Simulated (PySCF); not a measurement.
Write Cartesian coordinates for `CC[CH2][GaH2-][N+](C)(C)C` as optimised with PBE0-D3(BJ)/def2-SVP.

```xyz
26
C6H18GaN angstrom
C      3.6366    0.1687   -0.1812
C      2.6534   -0.6044   -1.0483
C      1.3150   -0.8656   -0.3572
Ga     0.3830    0.8139    0.2188
N     -1.6929    0.1927    0.3040
C     -2.1430   -0.1658   -1.0401
C     -2.4659    1.3232    0.8171
C     -1.7886   -0.9520    1.2097
H      3.8324   -0.3594    0.7663
H      4.6034    0.3191   -0.6870
H      3.2444    1.1665    0.0809
H      2.4806   -0.0408   -1.9827
H      3.1233   -1.5567   -1.3588
H      0.6584   -1.4346   -1.0410
H      1.4733   -1.5142    0.5236
H      0.2158    1.9578   -0.8764
H      0.5076    1.2679    1.7388
H     -2.0128    0.6943   -1.7106
H     -3.2069   -0.4667   -1.0359
H     -1.5388   -0.9984   -1.4240
H     -3.5398    1.0698    0.8895
H     -2.3421    2.1846    0.1466
H     -2.0904    1.6026    1.8107
H     -1.1841   -1.7824    0.8209
H     -2.8363   -1.2886    1.3173
H     -1.3977   -0.6704    2.1970
```

Any rigid rotation of these coordinates is as good. Atoms count from 1 in this order. N5 (nitrogen bonded to 3 C and Ga) is tetrahedral (angles from 107.4° to 110.9°). Of the pairs four or more bonds apart, H14···H20 is among the closest relative to their van der Waals radii: 2.27 Å, 95 % of the sum of Bondi's values. All 3 C–N bonds measure 1.462 to 1.463 Å. Ga4 (gallium bonded to C, N and 2 H) has angles from 96.8° to 118.5°.

Bonds between heavy atoms (Å): C1–C2 1.522, C2–C3 1.529, C3–Ga4 2.005, Ga4–N5 2.169, N5–C6 1.462, N5–C7 1.462, N5–C8 1.463.

Computed, not measured: PySCF, PBE0-D3(BJ)/def2-SVP geometry optimisation, gas phase.

Point group: C1 (no symmetry element, even within 0.4 Å). Not checked by PBE0-D3(BJ)/def2-SVP frequencies. The numbers are those of one conformer (C1–C2–C3–Ga4 58°, C2–C3–Ga4–N5 156°).
